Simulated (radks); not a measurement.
The numbers below are computed, except where a source is named.
Valence configurations of Zr I (all share [Kr]). Code: a radial shooting solver on a logarithmic mesh with Libxc functionals. Model: scalar-relativistic Kohn-Sham, PBEsol, spin-unpolarised, spherical densities, point nucleus. Energies are relative to 4d2 5s2; eigenvalues in eV.

| valence | E (eV) | e(4d) | e(5p) | e(5s) |
|---|---|---|---|---|
| 4d2 5s2 | 0.000 | -3.612 | - | -4.465 |
| 4d2 5p2 | 6.266 | -5.616 | -2.540 | - |
| 4d2 5s1.5 5p0.5 | 1.521 | -4.152 | -1.766 | -4.841 |
| 4d3 5p1 | 3.975 | -3.338 | -1.766 | - |
| 4d4 | 2.959 | -1.534 | - | - |
| 4d1 5s1.5 5p1.5 | 4.784 | -6.839 | -2.646 | -6.200 |
| 4d1 5s2 5p1 | 3.023 | -6.343 | -2.397 | -5.889 |
| 4d3 5s1 | 1.209 | -2.346 | - | -3.870 |
| 4d2 5s1 5p1 | 3.074 | -4.663 | -2.048 | -5.183 |
| 4d2.5 5s1.5 | 0.521 | -2.924 | - | -4.146 |

NIST lists [Kr] 4d2 5s2 as the ground configuration; this level of theory agrees among the configurations tried. The energies are those of spherical spin-averaged densities, not of single terms.
